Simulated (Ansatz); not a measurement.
Cost and result up the ladder for the cluster Li6Te2 (8 atoms). The state is a singlet with charge 0. Geometry: PBE0-D4/def2-SVP.

```xyz
8

Li   -1.6669    0.4085   -1.6994
Li   -1.0937   -0.8817    1.3010
Li    0.9095   -0.0216   -0.6628
Li    0.5028    2.0293    1.2072
Li   -0.0962    3.1389   -1.6716
Li    1.0254   -2.4454    0.5998
Te   -0.9508   -1.9849   -1.1044
Te    1.3699   -0.2431    2.0302
```

Ansatz on 4 threads of INTEL XEON PLATINUM 8581C on a shared host. Times are rough, and most runs start from the orbitals of an earlier one. No level here is sound enough to serve as a yardstick. Binding counts from free atoms at the same level (Li doublet, Te triplet; other spins of the atoms weren't run), without zero-point energy or a counterpoise term.

In the def2 sets Te takes a core potential; there is no spin–orbit coupling. LC-ωPBE has ω = 0.4 bohr⁻¹. B3LYP takes the VWN-RPA correlation. Correlated methods freeze 8 core orbitals; core or outer-core shells of Li, Te are correlated, in sets that lack core-valence functions. The rows differ in basis, and correlated rows in double-zeta sets carry the largest basis error. The structure comes from a short search, and lower isomers may exist.

Run but left out: BHLYP-D4/def2-TZVP, PBE-QIDH/def2-TZVP (restricted singlet, unstable in another Hartree–Fock run and untested here).

Correlated methods converge slowly with the basis, most of all in double-zeta sets.

| level | functions | wall time |
| --- | --- | --- |
| PBE-D4/def2-SVP | 106 | 0.9 s |
| PBE-D4/def2-TZVP | 184 | 1.3 s |
| PBE0-D4/def2-SVP | 106 | 1.6 s |
| BLYP-D4/def2-TZVP (with forces) | 184 | 1.8 s |
| PBE-D4/def2-TZVPD | 220 | 1.9 s |
| PBE0-D4/def2-TZVP | 184 | 1.9 s |
| B3LYP-D4/def2-TZVP | 184 | 1.9 s |
| LC-ωPBE/def2-TZVP | 184 | 2.3 s |
| r2SCAN-D4/def2-TZVP | 184 | 2.4 s |
| PBE0-D4/def2-TZVPD | 220 | 2.9 s |
| r2SCAN-D4/def2-TZVPD | 220 | 3.5 s |
| RPA@PBE/def2-TZVP | 184 | 3.9 s |
| ωB97M-V/def2-TZVP | 184 | 6 s |
| CCSD(T)/def2-SVP | 106 | 7.5 s |

Question: Estimate what each level gives for the binding energy per atom (eV).

Answer: 
| level | binding energy per atom (eV) | remarks |
| --- | --- | --- |
| PBE-D4/def2-SVP | 2.02 | restricted SCF unstable in HF |
| PBE-D4/def2-TZVP | 1.97 | restricted SCF unstable in HF |
| PBE0-D4/def2-SVP | 2.00 | restricted SCF unstable in HF |
| BLYP-D4/def2-TZVP (with forces) | 1.90 | restricted SCF unstable in HF |
| PBE-D4/def2-TZVPD | 1.97 | restricted SCF unstable in HF |
| PBE0-D4/def2-TZVP | 1.95 | restricted SCF unstable in HF |
| B3LYP-D4/def2-TZVP | 1.93 | restricted SCF unstable in HF |
| LC-ωPBE/def2-TZVP | 1.90 | restricted SCF unstable in HF |
| r2SCAN-D4/def2-TZVP | 1.95 | restricted SCF unstable in HF |
| PBE0-D4/def2-TZVPD | 1.96 | restricted SCF unstable in HF |
| r2SCAN-D4/def2-TZVPD | 1.96 | restricted SCF unstable in HF |
| RPA@PBE/def2-TZVP | 1.64 | restricted SCF unstable in HF |
| ωB97M-V/def2-TZVP | 2.01 | restricted SCF unstable in HF |
| CCSD(T)/def2-SVP | 1.82 | restricted SCF unstable |
